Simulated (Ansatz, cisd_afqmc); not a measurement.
Species: N, charge 0, quartet.

Total energies in aug-cc-pVTZ-DK, 5 correlated electrons, 1 frozen orbitals. Open shells are spin-unrestricted; no spin-orbit coupling. The -DK rows use spin-free X2C. AFQMC is phaseless with a CISD trial state; ± is one standard error, without the phaseless bias. Outlying blocks are dropped, and bars are widened where a walk drifts. Over all cases where full CI ran beside it in this data, AFQMC minus full CI had a median of +0.1 mEh and passed +0.4 mEh in a tenth of the cases. Full CI freezes restricted core orbitals and the other rows unrestricted ones, which leaves a small offset even where coupled cluster is exact.

| method | program | energy (Eh) | error against FCI (mEh) |
|---|---|---|---|
| HF | Ansatz | -54.43037 | 116.02 |
| MP2 | Ansatz | -54.52789 | 18.49 |
| CCSD | Ansatz | -54.54361 | 2.78 |
| CCSD(T) | Ansatz | -54.54617 | 0.22 |
| CCSDT(Q) | Ansatz | -54.54658 | -0.20 |
| CCSDTQ | Ansatz | -54.54659 | -0.20 |
| AFQMC/CISD | cisd_afqmc | -54.5464 ± 0.0001 | 0.0 ± 0.1 |
| FCI | Ansatz | -54.54639 | 0.00 |

Ansatz is a first-principles code.
